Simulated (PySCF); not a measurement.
**Löwdin shares of the frontier orbitals**

Compound: CH₇ClSi₂.
SMILES with atom numbers: `[SiH3:1][CH:2]([SiH3:3])[Cl:4]` (hydrogens: H5, H6, H7 on Si1; H8 on C2; H9, H10, H11 on Si3)

Cartesian coordinates in Å at the GFN2-xTB level; atoms count from 1:
```xyz
11
CH7ClSi2 angstrom
Si    -1.5423   -0.5493    0.3106
C     -0.1445    0.5614   -0.3631
Si     1.6608   -0.0206   -0.1538
Cl    -0.2762    2.1317    0.5135
H     -1.3138   -0.7600    1.7372
H     -1.4928   -1.8144   -0.4239
H     -2.8178    0.1284    0.0863
H     -0.3368    0.8075   -1.4078
H      1.9148   -0.2246    1.2695
H      1.8111   -1.2702   -0.9014
H      2.5430    1.0127   -0.6930
```

Level of theory: PySCF 2.14.0, density-fitted response routines, TDDFT PBE0/def2-SVPD, vertical, gas phase, core orbitals frozen in the response.

Frontier orbitals with the atoms that hold most of them (Löwdin shares over 4%, at most four atoms; ? is withheld):

```json
{"orbital": "HOMO-3", "ε (eV)": "-9.88", "atoms": "Si3 17%, Si1 17%, Cl4 13%, H9 11%"}
{"orbital": "HOMO-2", "ε (eV)": "-9.66", "atoms": "Si3 20%, Si1 20%, H11 17%, H7 17%"}
{"orbital": "HOMO-1", "ε (eV)": "-8.47", "atoms": "?"}
{"orbital": "HOMO", "ε (eV)": "-8.01", "atoms": "Cl4 53%, C2 22%, Si1 9%, Si3 9%"}
{"orbital": "LUMO", "ε (eV)": "?", "atoms": "?"}
{"orbital": "LUMO+1", "ε (eV)": "0.28", "atoms": "Cl4 28%, C2 17%, Si1 15%, Si3 15%"}
{"orbital": "LUMO+2", "ε (eV)": "0.51", "atoms": "Si3 27%, Si1 27%, H7 10%, H11 10%"}
```

(1) Which atoms hold the HOMO-1, and with what shares?

(2) Which atoms hold the LUMO, and with what shares?

(3) What is the LUMO energy, and the HOMO–LUMO gap?

## Answers

(1) Cl4 (bonded to C) 65%; C2 (bonded to Cl, 2 Si and H) 17%; H8 (bonded to C) 6%.

(2) Cl4 (bonded to C) 28%; C2 (bonded to Cl, 2 Si and H) 16%; Si3 (bonded to C and 3 H) 14%; Si1 (bonded to C and 3 H) 14%. By element: silicon 28%, chlorine 28%, carbon 16%.

(3) ε(LUMO) = -0.29 eV; the gap is 7.72 eV (0.2838 hartree).

Problem. The HOMO–LUMO gap is 7.72 eV. Where does the response calculation put the lowest singlet, and from which orbitals?

Solution. S1 is at 6.27 eV (f = 0.016), 1.45 eV below the gap, made of HOMO→LUMO (88%), HOMO→LUMO+1 (10%). 

Problem. Give energy, strength and leading configuration of S1, S2, S3 and S4, and follow the Löwdin shares of the leading atoms from the occupied to the empty orbital.

Solution. 
- S1 (6.27 eV, f 0.016), HOMO→LUMO (88%): Cl4 53% → 28%, C2 22% → 16%
- S2 (6.71 eV, f 0.0092), HOMO-1→LUMO (88%): Cl4 65% → 28%, C2 17% → 16%
- S3 (6.95 eV, f 0.0054), HOMO→LUMO+1 (88%): Cl4 53% → 28%, C2 22% → 17%
- S4 (7.42 eV, f 0.0081), HOMO-1→LUMO+1 (88%): Cl4 65% → 28%, C2 17% → 17%

Löwdin shares depend on the basis, the more so with diffuse functions.

The run took 11 s on one thread of an Arm Neoverse V1, no GPU, shared host, and the process peaked at 0.66 GiB of memory.
